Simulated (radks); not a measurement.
Results of a calculation; reference values are marked as such.
Lu, 71 electrons, occupied as [Xe] 4f14 5d1 6s2.

Level of theory: Dirac Kohn-Sham, BLYP, spin-unpolarised, spherical densities, finite nucleus; open shells fill j = l - 1/2 first; Fermi nuclear charge, rms radius 5.37 fm (a radial shooting solver on a logarithmic mesh with Libxc functionals).

Energy parts (eV):
total: -396745.20
kinetic: 442123.10
electron-nucleus: -986504.55
Hartree: 155881.74
exchange-correlation: -8245.49

Orbitals (lengths in bohr, moments of r in powers of bohr; r(max) is where P^2 peaks):
orbital  occ.  eigenvalue (eV)   r(max)
1s1/2       2        -63149.99  0.01213
2s1/2       2        -10743.28  0.06950
2p1/2       2        -10256.28  0.05192
2p3/2       4        -9138.436  0.05844
3s1/2       2        -2434.077   0.1960
3p1/2       2        -2218.188   0.1838
3p3/2       4        -1979.782   0.1973
3d3/2       4        -1612.513   0.1551
3d5/2       6        -1560.456   0.1589
4s1/2       2        -484.0199   0.4465
4p1/2       2        -396.0584   0.4474
4p3/2       4        -341.7680   0.4761
4d3/2       4        -196.9889   0.4757
4d5/2       6        -187.0781   0.4849
4f5/2       6         -10.0387   0.4656
4f7/2       8          -8.5163   0.4710
5s1/2       2         -60.5203    1.043
5p1/2       2         -36.2249    1.134
5p3/2       4         -29.3488    1.224
5d3/2       1          -1.7425    1.821
5d5/2       0          -1.4317    1.904
6s1/2       2          -4.4808    3.036

The highest occupied level is 5d3/2 at -1.742 eV. The electron density at the nucleus is 1.112e+06 e/bohr^3. Summed over all electrons, <r^2> = 74.03 bohr^2, which gives a Langevin (diamagnetic) susceptibility term of -58.6 x 10^-6 cm^3/mol. The density falls to 0.001 e/bohr^3 at r = 5.05 bohr.
